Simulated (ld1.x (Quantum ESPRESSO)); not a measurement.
# S: excitation energies, all-electron against TM

sulfur (S), norm-conserving Troullier–Martins (Kleinman–Bylander form), made with ld1.x (Quantum ESPRESSO) 7.5 (LDA (PZ), scalar-relativistic). Core [Ne], reference 3s2 3p4. Waves: 3s (bound): rc 1.45 bohr; 3p (bound): rc 1.75 bohr. Local part: all-electron potential smoothed inside 2.04 bohr (lloc = -2). Core correction: a·sin(br)/r model core inside 1.45 bohr.

Energies are relative to the spin-unpolarised reference configuration 3s2 3p4; without spin polarisation the order of configurations can differ from experiment. Spin-polarised rows fill each open shell by Hund’s rule, majority spin first.

```csv
valence configuration,charge,ΔE all-electron (eV),error AE − PS (meV)
3s2 3p3,+1,11.863,-0.8
3s2 3p2,+2,34.236,+3.4
3s2 3p1,+3,68.394,+33
3s2 3p3.5,+0.5,4.709,-0.4
3s0 3p6,0,20.607,+5.7
3s2 3p4.3,-0.3,-1.741,+0.2
3s2 3p4 (spin-polarised),0,-0.706,+51
3s2 3p3 (spin-polarised),+1,9.898,+158
```

(1) What are ΔE and the potential's error for 3s1 3p5?

Levels in the configuration 3s2 3p3.5:

```json
{"level": "3s", "all-electron (eV)": "-22.255", "pseudo (eV)": "-22.255"}
{"level": "3p", "all-electron (eV)": "-11.797", "pseudo (eV)": "-11.797"}
```

## Answers

(1) ΔE = 10.240 eV all-electron; the error (AE − PS) is +0.9 meV.
